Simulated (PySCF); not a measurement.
# Bond curve of BeB

Set-up: basis Be def2-TZVPP, B def2-TZVPP; no relativity; PySCF 2.14. Energies in eV from Be + B in their ground configurations at the same level. State: Ms = 0.5 determinant of mixed spin (⟨S²⟩ near 1.4), unpaired electrons π ↑.

All columns are PBE0. A positive dipole means Be(−)B(+).

```tsv
R (Å)	E (eV)	μ (D)	Mulliken charge on Be (basis-dependent)	HOMO (eV)	LUMO (eV)	Mayer bond order	⟨S²⟩
1.639	-0.833	-0.20	-0.31	-5.69	-3.66	1.38	1.53
1.715	-1.079	-0.38	-0.22	-5.80	-3.51	1.38	1.50
1.792	-1.215	-0.56	-0.15	-5.87	-3.38	1.37	1.46
1.849	-1.263	-0.69	-0.09	-5.76	-3.29	1.35	1.44
1.906	-1.276	-0.81	-0.05	-5.66	-3.21	1.32	1.41
1.963	-1.261	-0.93	-0.01	-5.57	-3.13	1.29	1.38
2.039	-1.209	-1.06	0.04	-5.47	-3.04	1.24	1.34
2.135	-1.111	-1.21	0.08	-5.35	-2.93	1.18	1.29
2.249	-0.968	-1.34	0.11	-5.25	-2.83	1.08	1.21
2.402	-0.771	-1.43	0.12	-5.16	-2.72	0.94	1.10
```

A fit through these points gives, at Re = 1.901 Å, μ = -0.80 D and dμ/dR = -2.08 D/Å; the reduced mass is 4.956 u.

Task: How strong is the fundamental in the double-harmonic approximation, I = 42.26·(dμ/dR)²/μred km/mol?

Result: I = 42.26·(-2.08)²/4.956 = 36.9 km/mol at PBE0.

The state was picked by a PBE0 search and need not be the measured ground state.
